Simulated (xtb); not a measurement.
C₃H₇O₃ (SMILES COC(=[OH+])OC), charge +1, singlet, geometry from GFN2-xTB. Base run: xtb with GFN2-xTB.

The xtb input:
```
$ xtb mol.xyz --gfn 2 --chrg 1 --json

# file mol.xyz
13

C      2.36032587     0.21027198     0.09300496
O      1.14551794    -0.55820417     0.15594659
C     -0.00951576    -0.02715137     0.00403954
O     -0.22212090     1.23115050    -0.21869515
O     -0.99568903    -0.82311189     0.08402118
C     -2.34622995    -0.34687137    -0.06931354
H      2.39393837     0.96155530     0.88501374
H      3.15559100    -0.51563358     0.25805874
H      2.49053887     0.66328619    -0.89221433
H      0.55192752     1.82013155    -0.27546974
H     -2.58196553     0.38903115     0.69983258
H     -2.48650404     0.09427892    -1.05644025
H     -2.97267123    -1.22882050     0.04465250
```

The base run was repeated with changes; each row names its change, and settings that it needs were set with it.

```
change               ΔE vs base (kJ/mol)  HOMO-LUMO gap (eV)  G_solv (kcal/mol)  SCF cycles
-------------------  -------------------  ------------------  -----------------  ----------
base                                0.00                5.03                  -          10
acc = 1000                          0.01                5.03                  -           6
etemp = 1000                        0.00                5.03                  -          10
alpb = ch2cl2                     -204.2                5.12             -49.02          10
alpb = acetonitrile               -231.2                5.14             -55.92          10
acc = 0.1                           0.00                5.03                  -          12
etemp = 5000                       -0.65                5.05                  -          10
file = coord                        0.00                5.03                  -          10
gbsa = water                      -230.2                5.13             -55.97          10
```

ALPB and GBSA are two models with their own fitted parameters for each solvent, which aren't always the measured dielectric constant.
